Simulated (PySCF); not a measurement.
Constitutional and geometric isomers with formula CH5NSi. Gas-phase values, no solvent. One relaxed conformer stands for each flexible species; it need not be the lowest. Strings in code marks are SMILES.

The dipole moment from two functionals at the same geometries (r2SCAN-D4/def2-TZVP), both in PySCF: PBE-D3(BJ)/def2-TZVP and r2SCAN-D4/def2-TZVP. 

| species | PBE-D3(BJ)/def2-TZVP (D) |
|---|---|
| `NC=[SiH2]` | 3.36 |
| `[H]/N=C/[SiH3]` | 1.73 |
| `C=N[SiH3]` | 1.34 |
| `[H]/N=[SiH]\C` | 3.30 |

Question: What does r2SCAN-D4/def2-TZVP give for each?

Answer: 
- `NC=[SiH2]`: 3.40
- `[H]/N=C/[SiH3]`: 1.77
- `C=N[SiH3]`: 1.42
- `[H]/N=[SiH]\C`: 3.44
Over these rows, drawn at random from the members with no instability flagged (it was tested for open shells, ions and some series alone), PBE minus r2SCAN-D4: mean -0.08 D, from -0.14 D to -0.03 D.
